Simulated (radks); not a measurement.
The numbers below are computed, except where a source is named.
Problem. Species: Pr4+. Configuration: [Kr] 4d10 4f1.5 5s1.5 5p6 (fractional occupations, a model configuration). Level of theory: Dirac Kohn-Sham, SOGGA, spin-unpolarised, spherical densities, point nucleus; open shells fill j = l - 1/2 first (a radial shooting solver on a logarithmic mesh with Libxc functionals). Some entries of the table are withheld. Estimate them.

orbital  occ.  eigenvalue (hartree)  <r^2> (bohr^2)
1s1/2       2             -1536.441             (1)
2s1/2       2             -248.5822         0.01248
2p1/2       2             -235.0464        0.009136
2p3/2       4             -217.3386         0.01039
3s1/2       2             -55.07142         0.08475
3p1/2       2             -49.31491         0.07969
3p3/2       4             -45.80794         0.08714
3d3/2       4                   (2)         0.07100
3d5/2       6                   (3)         0.07311
4s1/2       2             -12.37006          0.4347
4p1/2       2             -10.21124          0.4624
4p3/2       4              -9.44669          0.5026
4d3/2       4              -5.89442          0.5906
4d5/2       6              -5.75873          0.6064
5s1/2     1.5              -2.94417           2.304
5p1/2       2              -2.31928           2.779
5p3/2       4              -2.19239           3.013
4f5/2     1.5              -1.71922           1.124
4f7/2       0              -1.70322           1.142
5d3/2       0              -1.31181           4.909
5d5/2       0              -1.29577           5.019
6s1/2       0              -1.08493           10.35
6p1/2       0              -0.89849           12.91
6p3/2       0              -0.86810           13.72

Solution. 
(1) 1s1/2 <r^2> (bohr^2): 0.0007899
(2) 3d3/2 eigenvalue (hartree): -35.75638
(3) 3d5/2 eigenvalue (hartree): -35.00067
